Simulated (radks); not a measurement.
Results of a calculation; reference values are marked as such.
Radial electron density D(r) = 4 pi r^2 rho(r) of an atom or ion with 66 electrons. Level of theory: scalar-relativistic Kohn-Sham, r2SCAN, spin-polarised, spherical densities, finite nucleus; meta-GGA in the generalised Kohn-Sham scheme; Fermi nuclear charge, rms radius of each element as measured or else 0.836 A^(1/3) + 0.57 fm (a radial shooting solver on a logarithmic mesh with Libxc functionals).

```
   r/bohr * D(r) (the largest magnitude, 125, reaches the edge; | marks zero)
 0.003567 |               *
 0.004757 |                     *
 0.006345 |                            *
 0.008462 |                                   *
  0.01138 |                                       *
  0.01517 |                                        *
  0.02024 |                                     *
  0.02699 |                                   *
    0.036 |                                        *
  0.04802 |                                                  *
  0.06405 |                                                      *
  0.08611 |                                              *
   0.1148 |                                         *
   0.1532 |                                               *
   0.2043 |                                            *
   0.2725 |                           *
   0.3634 |                       *
   0.4886 |                          *
   0.6517 |                 *
   0.8692 |        *
    1.159 |     *
    1.546 |  *
    2.062 |*
    2.773 *
    3.698 *
    4.933 *
    6.579 *
```

What is the nuclear charge?

Answer. Z = 69. The innermost maximum, from 1s, lies near gamma/Z bohr with gamma = sqrt(1 - (Z/c)^2) = 0.864, here 0.0125 bohr (found: 0.0137), and its height grows with Z. The density is that of the thulium ion Tm3+ in [Xe] 4f11 5d1; the configuration itself is not fixed sharply by these data, and Z only to a few units. D(r) has 4 maxima, at r = 0.0137, 0.0615, 0.171, 0.466 bohr, and minima at 0.0264, 0.112, 0.330 bohr, inside which lie 1.93, 11.12, 29.63 electrons.
